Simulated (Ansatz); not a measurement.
Isomers of Sn₂Br₄ (singlet), relaxed with PBE0-D4/def2-SVP; total energies from Ansatz at PBE0-D4/def2-TZVP.

```csv
isomer,description,energy (Eh)
A,point group Cs; 6 × Br–Sn 2.55 to 2.82 Å,-10724.34610
B,point group C2v; 6 × Br–Sn 2.53 to 2.80 Å,-10724.34291
```

In the def2 sets Sn takes a core potential; there is no spin–orbit coupling.

The isomers come from a short search, and lower ones may exist.

Problem. Work out the relative energies (1 Eh = 2625.5 kJ/mol) and the Boltzmann populations at 800 K from electronic energies alone (R = 8.314 J/mol/K).

Solution. ΔE: A 0.0, B 8.4 kJ/mol. RT = 6.65 kJ/mol. Factors exp(−ΔE/RT): A 1, B 0.283; sum 1.283. Populations: A 77.9 %, B 22.1 %. Zero-point energy, vibrational entropy and symmetry numbers are left out and can shift these; an error of 4 kJ/mol changes a ratio by a factor of 1.8. Over the other density-functional and correlated levels in def2 sets, the gap between A and B ranges from 6 to 13 kJ/mol.
